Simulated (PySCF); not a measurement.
O: excitation energy

O [He] 2s2 2p4 (3P) → O [He] 2s1 2p5 (3P), as a difference of total energies. Calculation: PySCF 2.14, in dyall-acv3z (15s9p4d2f, 76 functions); no relativity, point nucleus. Correlated levels: valence: 1s2 frozen; virtual orbitals above 40 to 60 times the deepest correlated orbital energy dropped. The calculations carry no spin-orbit coupling.

| method | excitation energy (eV) |
| --- | --- |
| UHF | 16.847 |
| MP2 (valence) | 16.016 |
| SCS-MP2 (valence) | 15.955 |
| CCSD (valence) | 15.608 |
| CCSD(T) (valence) | 15.263 |

Task: How much does correlation contribute at CCSD(T) (valence)?

Result: 15.263 − (16.847) = -1.584 eV, measured against UHF.

The upper state lies above the first ionisation limit, where it may autoionise and the basis confines it.

The coupled-cluster amplitudes are large for the upper state (T1 above 0.03 or a double amplitude above 0.15), so a single reference is strained.
